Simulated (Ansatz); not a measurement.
Ansatz (a program for electronic structure) input:

Ansatz 0.2 input:
```yaml
crystal:
  periodic: [false, false, false]
  atoms:
    - {symbol: Ge, position_ang: [-0.00000000, -0.00000000, -1.20333039]}
    - {symbol: Ge, position_ang: [0.00000000, 0.00000000, 1.20333039]}
basis:
  gaussian:
    orbitals: cc-pVQZ
magnetization: {spin_polarized: true, initial_magnetization: 2}
correlation: {method: ccsd_t, electrons: outside_noble_gas}
```

Task: What final total energy does it print?

Result: -4150.96664 Eh (CCSD(T)/cc-pVQZ). The basis has 136 functions.
